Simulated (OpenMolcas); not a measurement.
# How basis sets differ on B2O2 (diboron dioxide)

B2O2 has 4 atoms, charge 0, and is taken as a singlet. As SMILES, `O=BB=O`. The coordinates come from a PBE0-D4/def2-TZVP relaxation.

```xyz
4

O    -0.7431    0.4598    1.8176
B    -0.3023    0.1871    0.7391
B     0.3021   -0.1869   -0.7392
O     0.7432   -0.4599   -1.8175
```

Each level gives the HOMO–LUMO gap (eV). The values are calculated.

```csv
level,kind,program,value (eV)
HF/ANO-XS-MB (DKH2),Hartree–Fock,OpenMolcas,16.15
HF/STO-3G,Hartree–Fock,OpenMolcas,18.26
HF/3-21G,Hartree–Fock,OpenMolcas,16.33
HF/aug-cc-pVDZ,Hartree–Fock,OpenMolcas,15.35
```

The values span 15.35 to 18.26 eV. A Hartree–Fock LUMO above zero doesn't converge with the basis: it sinks as sets grow more diffuse. Orbital gaps aren't excitation energies.
